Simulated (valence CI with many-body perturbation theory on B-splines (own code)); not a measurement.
## Which ion has this spectrum?

A relativistic CI+MBPT calculation for an atom or ion with 51 electrons gives these levels (eV):

```tsv
J	Parity	E	g
3/2	odd	0.000	1.92
3/2	odd	1.454	0.96
5/2	odd	1.848	1.20
1/2	odd	3.017	0.67
3/2	odd	3.675	1.26
5/2	even	10.563	1.58
3/2	even	11.232	1.71
1/2	even	11.473	2.64
3/2	even	12.798	0.91
5/2	even	13.184	1.21
3/2	even	13.636	0.65
3/2	even	13.787	1.07
5/2	even	13.846	1.11
1/2	even	14.041	0.73
```

The energies are calculated, with errors of perhaps 200 cm⁻¹, more in some levels.

(1) Which is it?
A. Sb
B. Te+
C. Xe3+
D. I2+

Answers

(1) D. I2+, ground level 5s²5p³ ⁴S°_3/2.
